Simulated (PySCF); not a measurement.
Computed with PySCF, PBE0, basis Ge def2-TZVP, Br def2-TZVP (no relativity, density fitting).

Each entry is the lowest minimum that a search over a few typed start shapes (and spin states, where more than one is plausible) found, or that minimum re-optimised at the stated level; isomers with ligand–ligand bonds, or fragments after loss of a ligand pair, can lie lower. Open shells are unrestricted.

GeBr2 is a singlet of C2v symmetry with Ge–Br 2.342 Å (×2); Br–Ge–Br 101.0°. Its wavenumbers are 103, 283, 292 cm⁻¹.

(1) What changes when one electron is removed, giving GeBr₂⁺?

## Answers

(1) It costs 9.49 eV between the minima (9.49 eV with zero-point energy). GeBr₂⁺ is a doublet of C2v symmetry with Ge–Br 2.233 Å (×2); Br–Ge–Br 121.7°; wavenumbers 91, 286, 361 cm⁻¹.
